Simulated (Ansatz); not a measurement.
CH$_{5}$ClNSi (`C[N][SiH2]Cl`) radical, relaxed with UKS PBE-D4/def2-SVP in the Gaussian-basis code of Ansatz from a rough embedded geometry. The force threshold is 0.03 eV/Å; the program also tests the step.

The species carries charge 0 and has multiplicity 2.

Start:

```xyz
9

C     0.780   -0.927   -0.656
N     0.136    0.302   -0.846
Si   -0.735    0.893    0.584
Cl   -1.559    2.735    0.099
H     1.555   -0.943    0.181
H     0.087   -1.803   -0.378
H     1.321   -1.303   -1.549
H    -1.774   -0.036    0.911
H     0.189    1.083    1.654
```

**Question.** How much energy does the relaxation release, and in how many steps? (Estimate.)

**Answer.** Computed: 4.54 kcal/mol, in 21 steps, 2 of them rejected.

**Question.** Which bonds change most? (Estimate.)

**Answer.** The calculation gave: Si3–H9 from 1.426 to 1.509 Å; Si3–H8 from 1.432 to 1.503 Å; C1–H6 from 1.151 to 1.122 Å; N2–Si3 from 1.776 to 1.750 Å.

**Question.** Give the relaxed structure. (Best estimate.)

**Answer.** Computed: 
```xyz
9

C     0.828   -0.991   -0.663
N    -0.298   -0.130   -0.692
Si   -0.815    0.879    0.642
Cl   -1.255    2.762   -0.121
H     1.540   -0.890    0.193
H     0.464   -2.052   -0.666
H     1.401   -0.919   -1.620
H    -2.079    0.284    1.197
H     0.215    1.058    1.730
```
